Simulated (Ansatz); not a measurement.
Isomers of Zn5Cl6O2 (singlet), relaxed with PBE-D4/def2-SVP; total energies from Ansatz at PBE0-D4/def2-SVP.

```json
{"isomer": "A", "description": "point group not assigned; 9 × Cl–Zn 2.12 to 2.47 Å; 6 × O–Zn 1.84 to 1.90 Å", "energy (Eh)": "-11804.63646"}
{"isomer": "B", "description": "point group not assigned; 9 × Cl–Zn 2.11 to 2.59 Å; 7 × O–Zn 1.86 to 2.11 Å", "energy (Eh)": "-11804.62342"}
```

The isomers come from a short search, and lower ones may exist.

**Question.** Work out the relative energies (1 Eh = 2625.5 kJ/mol) and the Boltzmann populations at 500 K from electronic energies alone (R = 8.314 J/mol/K).

**Answer.** ΔE: A 0.0, B 34.2 kJ/mol. RT = 4.16 kJ/mol. Factors exp(−ΔE/RT): A 1, B 0.000269; sum 1.000. Populations: A 100.0 %, B 0.0 %. Zero-point energy, vibrational entropy and symmetry numbers are left out and can shift these; an error of 4 kJ/mol changes a ratio by a factor of 2.6. Over the other density-functional and correlated levels in def2 sets, the gap between A and B ranges from 22 to 29 kJ/mol.
